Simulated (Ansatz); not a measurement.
Species: sum formula SiP4H8, net charge 0, singlet state. SMILES: P[Si](P)(P)P
Structure (B3LYP-D3(BJ)/def2-TZVP (Ansatz, a program for electronic structure) minimum search):
```xyz
13

P      2.1835    -0.0786     0.6006
Si    -0.0025     0.0047     0.0003
P     -0.4262     1.8195    -1.2907
P     -0.4056    -1.9170    -1.1358
P     -1.1959     0.0751     1.9278
H      2.6544     0.2113    -0.7067
H      2.2267     1.2773     1.0192
H      0.1977     1.2864    -2.4496
H     -1.7240     1.3881    -1.6743
H     -1.8111    -1.7224    -1.1603
H     -0.4396    -2.7405     0.0202
H     -0.9744     1.4596     2.1565
H     -2.4309     0.2887     1.2613
```
Charge 0, spin multiplicity 1.

Property: atomisation energy (electronic, to ground-state atoms), in kcal/mol. Cores are frozen in the correlated levels unless marked. Open shells are spin-unrestricted. No spin-orbit coupling. No relativistic terms. The coupled-cluster limit lacks core correlation, which all-electron functionals hold. Basis-set limits of correlation are two-point, X^-3; Hartree-Fock from the larger set.

```
level                                        program  atomisation energy (kcal/mol)
------------------------------------  --------------  -----------------------------
BLYP/def2-TZVPD                               Ansatz                     (withheld)
r2SCAN-D3(BJ)/def2-TZVPD              Ansatz + dftd3                     (withheld)
PBE0/STO-3G                                   Ansatz                         1129.6
SCS-MP2/6-31G*                                Ansatz                          704.7
SCS-MP2/cc-pV(T+d)Z                           Ansatz                          827.5
CCSD(T)/CBS(cc-pV(T+d)Z,cc-pV(Q+d)Z)          Ansatz                     (withheld)
```

**Question.** Some entries are withheld; supply them.

**Answer.** 
- BLYP/def2-TZVPD, atomisation energy (kcal/mol): 842.5
- r2SCAN-D3(BJ)/def2-TZVPD, atomisation energy (kcal/mol): 862.6
- CCSD(T)/CBS(cc-pV(T+d)Z,cc-pV(Q+d)Z), atomisation energy (kcal/mol): 862.0
